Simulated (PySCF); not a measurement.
A calculated (PBE, PySCF 2.14, aug-cc-pwCVTZ-DK, the spin-free X2C one-electron Hamiltonian (Gaussian nucleus)) atom or ion has these occupied shells.

```json
{"shell": "1s β", "electrons": "1", "orbital energy (eV)": "-7011.1", "rms radius, mean of both spins (bohr)": "0.0675"}
{"shell": "1s α", "electrons": "1", "orbital energy (eV)": "-7011.1", "rms radius, mean of both spins (bohr)": "0.0675"}
{"shell": "2s α", "electrons": "1", "orbital energy (eV)": "-837.63", "rms radius, mean of both spins (bohr)": "0.290"}
{"shell": "2s β", "electrons": "1", "orbital energy (eV)": "-835.72", "rms radius, mean of both spins (bohr)": "0.290"}
{"shell": "2p α", "electrons": "3", "orbital energy (eV)": "-716.29", "rms radius, mean of both spins (bohr)": "0.261"}
{"shell": "2p β", "electrons": "3", "orbital energy (eV)": "-714.85", "rms radius, mean of both spins (bohr)": "0.261"}
{"shell": "3s α", "electrons": "1", "orbital energy (eV)": "-114.02", "rms radius, mean of both spins (bohr)": "0.873"}
{"shell": "3s β", "electrons": "1", "orbital energy (eV)": "-109.50", "rms radius, mean of both spins (bohr)": "0.873"}
{"shell": "3p α", "electrons": "3", "orbital energy (eV)": "-80.056", "rms radius, mean of both spins (bohr)": "0.933"}
{"shell": "3p β", "electrons": "3", "orbital energy (eV)": "-75.633", "rms radius, mean of both spins (bohr)": "0.933"}
{"shell": "3d α", "electrons": "5", "orbital energy (eV)": "-27.186", "rms radius, mean of both spins (bohr)": "1.22"}
{"shell": "3d β", "electrons": "1", "orbital energy (eV)": "-23.696", "rms radius, mean of both spins (bohr)": "1.22"}
```

(1) Name the element and its charge.

## Answers

(1) Fe²⁺ (iron, charge +2), in [Ar] 3d6, high-spin 5D determinant.
